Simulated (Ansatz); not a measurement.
# Ligand exchange: CH3Br + Sn(CH3)Br → C2H6 + SnBr2

Species: CH3Br `CBr`, singlet; Sn(CH3)Br, singlet; C2H6 (ethane) `CC`, singlet; SnBr2 (tin(ii) bromide) `[Br][Sn][Br]`, singlet. The partners trade Br for CH3: C–Br and Sn–CH3 bonds give way to C–CH3 and Sn–Br.

Shapes, held fixed at every level: PBE0-D4/def2-TZVP. Programs: Ansatz 0.2.0. The zero-point and thermal change to 298 K, harmonic and unscaled (PBE0-D4/def2-TZVP), is +7.7 kJ/mol.

```json
{"level": "SPW92/def2-TZVPP", "kind": "LDA", "ΔH(298 K) (kJ/mol)": "-183.4", "less CCSD(T)/def2-TZVPP": "-14.6", "CPU time (sum over the molecules)": "8.9 s"}
{"level": "B3LYP-D4/def2-TZVPP", "kind": "global hybrid", "ΔH(298 K) (kJ/mol)": "-185.3", "less CCSD(T)/def2-TZVPP": "-16.5", "CPU time (sum over the molecules)": "22 s"}
{"level": "PBE0-D4/def2-TZVPP", "kind": "global hybrid", "ΔH(298 K) (kJ/mol)": "-183.3", "less CCSD(T)/def2-TZVPP": "-14.5", "CPU time (sum over the molecules)": "15 s"}
{"level": "r2SCAN0-D4/def2-TZVPP", "kind": "global hybrid", "ΔH(298 K) (kJ/mol)": "-186.0", "less CCSD(T)/def2-TZVPP": "-17.2", "CPU time (sum over the molecules)": "25 s"}
{"level": "wB97M-V/def2-TZVPP", "kind": "range-separated hybrid", "ΔH(298 K) (kJ/mol)": "-176.7", "less CCSD(T)/def2-TZVPP": "-7.9", "CPU time (sum over the molecules)": "61 s"}
{"level": "B2PLYP/def2-TZVPP", "kind": "double hybrid", "ΔH(298 K) (kJ/mol)": "-181.5", "less CCSD(T)/def2-TZVPP": "-12.7", "CPU time (sum over the molecules)": "27 s"}
{"level": "CCSD/def2-SVP", "kind": "coupled cluster or CI", "ΔH(298 K) (kJ/mol)": "-194.8", "less CCSD(T)/def2-TZVPP": "-26.0", "CPU time (sum over the molecules)": "–"}
{"level": "CCSD(T)/def2-TZVPP", "kind": "coupled cluster or CI", "ΔH(298 K) (kJ/mol)": "-168.8", "less CCSD(T)/def2-TZVPP": "0.0", "CPU time (sum over the molecules)": "1.7 min"}
```

The highest level, CCSD(T)/def2-TZVPP, gives ΔH(298 K) = -168.8 kJ/mol; the levels span -194.8 to -168.8. The column of differences is taken from that level and isn't an error. No measured value is set beside it here. For atoms past krypton def2 sets carry core potentials with scalar relativity. Relativity is left out for Br. Outer-core shells of Br, Sn are correlated in most correlated rows, in sets that cover them unevenly. CCSD(T)/def2-TZVPP lies outside the range of all other levels here, so it shouldn't be taken on trust. Times are processor times on shared x86 and Arm servers, and rough.
